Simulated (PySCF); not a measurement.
# Ca²⁺ (calcium, charge +2): revPBE calculation

Configuration: [Ar], closed-shell 1S. Computed with PySCF 2.14 in def2-QZVPPD (11s6p4d3f, 70 functions), with the non-relativistic Hamiltonian (point nucleus).

| Item | Value |
| --- | --- |
| Total energy | -676.806 hartree |
| One-electron energy | -915.824 hartree |
| Hartree (Coulomb) energy | 274.611 hartree |
| Exchange-correlation energy | -35.593 hartree |
| Kinetic energy | 675.47237 hartree |
| ⟨S²⟩ | 0.0000 |
| ⟨L²⟩ | 0.000 |
| Sum of ⟨r⟩ | 12.73 bohr |
| Sum of ⟨r²⟩ | 15.39 bohr² |
| Density at the nucleus (Gaussians lack the cusp) | 5280 bohr⁻³ |
| Langevin diamagnetic susceptibility | -12.2 ×10⁻⁶ cm³/mol |

```csv
shell,electrons,mean orbital energy (eV),"rms radius, mean of both spins (bohr)"
1s,2,-3944.9,0.0896
2s,2,-426.46,0.399
2p,6,-350.14,0.365
3s,2,-61.852,1.24
3p,6,-43.080,1.36
```
